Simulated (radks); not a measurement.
Isoelectronic series with 47 electrons, all held in the configuration [Kr] 4d10 5s1, which need not be the ground one along the series. Calculated with a radial shooting solver on a logarithmic mesh with Libxc functionals: Dirac Kohn-Sham, PBEsol, spin-unpolarised, spherical densities, finite nucleus; Fermi nuclear charge, rms radius of each element as measured or else 0.836 A^(1/3) + 0.57 fm. Total energies (hartree) and mean radii <r> (bohr):

| ion | E (hartree) | 5s1/2 | 4d5/2 | 4d3/2 |
|---|---|---|---|---|
| Ag | -5314.59831 | 3.134 | 1.430 | 1.403 |
| Cd+ | -5592.96220 | 2.633 | 1.281 | 1.262 |
| In2+ | -5879.48823 | 2.330 | 1.172 | 1.157 |
| Sn3+ | -6174.18104 | 2.112 | 1.087 | 1.074 |
| Sb4+ | -6477.06493 | 1.944 | 1.017 | 1.005 |
| Te5+ | -6788.16709 | 1.808 | 0.9572 | 0.9464 |
| I6+ | -7107.53068 | 1.694 | 0.9060 | 0.8959 |
| Xe7+ | -7435.18955 | 1.596 | 0.8610 | 0.8514 |
| Cs8+ | -7771.1923 | 1.511 | 0.8211 | 0.8119 |
| Ba9+ | -8115.5829 | 1.436 | 0.7853 | 0.7765 |
| La10+ | -8468.4159 | 1.369 | 0.7529 | 0.7443 |
| Ce11+ | -8829.7421 | 1.309 | 0.7234 | 0.7151 |
| Pr12+ | -9199.6194 | 1.254 | 0.6964 | 0.6883 |
| Nd13+ | -9578.1048 | 1.205 | 0.6715 | 0.6636 |
| Pm14+ | -9965.2542 | 1.159 | 0.6486 | 0.6408 |
| Sm15+ | -10361.1200 | 1.117 | 0.6273 | 0.6196 |
| Eu16+ | -10765.8058 | 1.078 | 0.6074 | 0.5998 |
| Gd17+ | -11179.3569 | 1.042 | 0.5889 | 0.5814 |
| Tb18+ | -11601.8955 | 1.008 | 0.5716 | 0.5641 |
| Dy19+ | -12033.3674 | 0.9768 | 0.5553 | 0.5478 |
